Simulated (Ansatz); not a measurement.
Cs₂H₃⁻. Charge -1, multiplicity 1. Geometry PBE0-D4/def2-TZVPD; atoms count from 1.

Cartesian coordinates in Å:
```
Cs 0.731 2.232 0.882
Cs -2.261 -0.369 -1.022
H 0.602 -0.924 0.316
H 0.548 -1.337 0.965
H 0.380 0.398 -1.141
```

In the def2 sets Cs takes a core potential; there is no spin–orbit coupling. The restricted singlet is unstable towards broken spin symmetry at other levels; at PBE0-D4/def2-TZVPD this wasn't settled. The highest occupied level of the charge -1 singlet lies above zero (up to 0.33 eV). The electron is either unbound and held by the finite basis, or the level is raised by self-interaction error. In the singlet, H3 and H4 lie 0.77 Å apart (atoms count from 1), so H2 has formed as a molecule. The geometry of the singlet was relaxed on an unsound state (restricted singlet, unstable towards broken spin symmetry at other levels and untested here). Another isomer (triplet) lies 0.20 eV lower at PBE0-D4/def2-TZVPD; other spin states weren't run for this one.

(1) Estimate the Mulliken populations from the PBE0/def2-TZVPD orbitals of Ansatz.

(2) And the Mayer bond orders between bonded heavy atoms (over 0.3)?

Results:

(1) 
```csv
atom,charge (e)
Cs1,-0.16
Cs2,-0.16
H3,-0.18
H4,0.15
H5,-0.65
```
Mulliken values and Mayer orders depend strongly on the basis. With diffuse functions, as here, like atoms can get unlike values, and bond orders can come out too low or too high.

(2) Cs1–Cs2 1.01 (4.40 Å).
